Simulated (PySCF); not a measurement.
Mn(OH)2 (H2MnO2), SMILES [Mn]([OH])[OH] (connectivity only; charge and spin as stated), neutral, multiplicity 6.

Geometry optimised at B3LYP-D3(BJ)/def2-TZVP. The spin state was assumed, not searched. One conformer was computed; it need not be the lowest.

Two levels are set side by side: PBE/def2-TZVPD (PySCF) and PBE0/def2-TZVPD (PySCF). Same geometry, gas phase. Differences are taken from unrounded values.

```tsv
quantity	PBE0
α-spin orbital gap (eV)	6.70
β-spin orbital gap (eV)	6.28
dipole moment (D)	1.58
mean polarisability (bohr³)	37.7
```

What does PBE give, and how far is it from PBE0? (Estimate from the structure and the level; the computed values follow.)


```json
[
 {"quantity": "α-spin orbital gap (eV)", "PBE": "4.20", "PBE minus PBE0": "-2.50"},
 {"quantity": "β-spin orbital gap (eV)", "PBE": "3.53", "PBE minus PBE0": "-2.75"},
 {"quantity": "dipole moment (D)", "PBE": "1.48", "PBE minus PBE0": "-0.10"},
 {"quantity": "mean polarisability (bohr³)", "PBE": "44.2", "PBE minus PBE0": "6.5"}
]
```

Loosely held outer electrons make PBE densities more polarisable. Differences between two approximate levels are no errors against the true value.

Rough cost on one machine, each run with all the roots and properties that it gave: PBE0 against PBE within a factor of 2.
